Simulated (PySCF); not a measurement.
C₃H₆F₂Si, SMILES C/C=C(\F)[SiH2]F. The structure is a stationary point at PBE-D3(BJ)/def2-SVP. The structure was generated by enumeration; whether it is a known compound was not checked. One conformer was computed; it need not be the lowest.

Computed equilibrium geometry at PBE-D3(BJ)/def2-SVP (PySCF confirms it by a frequency run) as Cartesian coordinates in Å, and its point group (one conformer of several):
point group Cs.
```xyz
12

C     -0.7165    -2.6529     0.0000
C     -0.7289    -1.1568     0.0000
C      0.3617    -0.3649     0.0000
F      1.6172    -0.9069     0.0000
Si     0.3489     1.5139     0.0000
F     -1.2310     1.9646     0.0000
H     -1.2479    -3.0545    -0.8891
H      0.3162    -3.0487     0.0000
H     -1.2479    -3.0545     0.8891
H     -1.6988    -0.6311     0.0000
H      1.0102     2.0615     1.2301
H      1.0102     2.0615    -1.2301
```
Charge 0, spin multiplicity 1.
